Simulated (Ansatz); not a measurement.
Ansatz results at the PBE0-D4/def2-TZVP geometry: size of the dipole moment (ωB97M-V/def2-TZVPP) 1.45 D; HOMO energy (PBE/def2-TZVPP) -6.55 eV; HOMO energy (ωB97M-V/def2-TZVPP) -10.36 eV.

Each molecule was computed in one conformer, which needn't be the lowest.

Question: Which molecule gave them?
A. `C[SiH](C)O[SiH3]`
B. `O[Si](Cl)(Cl)Cl`
C. `CO[SiH](C)Cl`
D. `CC[Si](O)(O)OC`

Answer: D. The others give `CO[SiH](C)Cl`: 2.02, -6.88, -10.68; `O[Si](Cl)(Cl)Cl`: 1.63, -7.88, -11.56; `C[SiH](C)O[SiH3]`: 0.92, -6.91, -10.57.
